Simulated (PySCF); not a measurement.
## Electron correlation in N (nitrogen, neutral)

[He] 2s2 2p3, high-spin 4S determinant. Calculation: PySCF 2.14, in aug-cc-pVDZ (4s3p2d, 23 functions); the non-relativistic Hamiltonian (point nucleus). Frozen: 1s2; 5 electrons correlated.

```tsv
level	correlation energy (mhartree)
CCSD	-92.52
(T)	-1.27
CCSD(T)	-93.79
CCSDT	-94.05
```

Diagnostics: T1 = 0.0078, D1 = 0.0124, largest double amplitude 0.029.

**Question.** Is a single reference adequate?

**Answer.** Yes: T1 lies below 0.03 and no double amplitude reaches 0.07.
